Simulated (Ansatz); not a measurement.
Single points on SnO3H2.

```yaml
crystal:
  periodic: [false, false, false]
  atoms:
    - {symbol: Sn, position_ang: [-0.075397, 1.291706, 0.490306]}
    - {symbol: O, position_ang: [0.490797, -0.292312, -1.288523]}
    - {symbol: O, position_ang: [1.150326, -0.397059, 0.045252]}
    - {symbol: O, position_ang: [-1.542492, 0.177878, 1.324491]}
    - {symbol: H, position_ang: [-1.270916, -0.763224, 1.279764]}
    - {symbol: H, position_ang: [1.247673, -0.016979, -1.851280]}
basis:
  gaussian: {orbitals: def2-TZVP, initial_orbitals: start.molden}
magnetization: {spin_polarized: true, initial_magnetization: 2}
hamiltonian: {xc: pbe, dispersion: d4}
scf: {omitted_lower_state_checks: [starts]}
output: {orbitals: {seedname: orbitals}}
```

The file start.molden holds the orbitals of an earlier run on this structure, at another level or in another basis.

```sh
$ ansatz run in.yaml --threads 4 --pin off --events-out ev --progress --plain --max-ram 3916MiB
```

Output, abridged:

```
Functional definition: PBE
929 factors; their error is unknown
mean field evaluation 1: about -11997.1844 eV, gradient 6.8e0 eV
mean field evaluation 2: about -11997.3930 eV, gradient 4.7e-1 eV
mean field evaluation 4: about -11997.4385 eV, gradient 6.3e-2 eV
mean field evaluation 8: about -11997.4257 eV, gradient 1.3e-4 eV
mean field -11997.42569525 eV, -440.8972621532 hartree, gradient 1.8e-5 eV, S^2 2.004642; 0 other end points of the search recorded, 0 dependent functions left out
reference -11997.42574165 eV, -440.8972638584 hartree; 25, 23 occupied and 130, 132 virtual orbitals, 929 factors
Total energy: -11997.54171158 eV, -440.9015256748 hartree
Checks for a lower state left out: starts
```

Run time 2.2 s (4 threads of Arm Neoverse V1 on a shared host).

First input, but with `gaussian: {orbitals: def2-TZVP}`, `hamiltonian: {xc: pbe0, dispersion: d4}` (abridged; 3.7 s):

```
Functional definition: PBE0
mean field evaluation 16: about -11996.5692 eV, gradient 2.7e0 eV
mean field -11996.70879402 eV, -440.8709165189 hartree, gradient 1.1e-5 eV, S^2 2.013508
Total energy: -11996.80589202 eV, -440.8744848046 hartree
Checks for a lower state left out: starts
```

As the first input, with `hamiltonian: {xc: r2scan, dispersion: d4}` (abridged; 6 s):

```
Functional definition: r2SCAN
mean field evaluation 16: about -12002.6565 eV, gradient 1.7e-5 eV
mean field -12002.65650408 eV, -441.0894908322 hartree, gradient 2.0e-6 eV, S^2 2.011616
Total energy: -12002.68199824 eV, -441.0904277251 hartree
Checks for a lower state left out: starts
```

Geometry: PBE-D4/def2-SVP, that of the neutral singlet.

In the def2 sets Sn takes a core potential; there is no spin–orbit coupling. The structure holds one bond between oxygen atoms, so isomers without such links may lie far lower. At PBE0-D4/def2-TZVP a singlet of charge 0 lies 3.41 eV below the triplet at the same geometry. The structure comes from a short search, and lower isomers may exist.
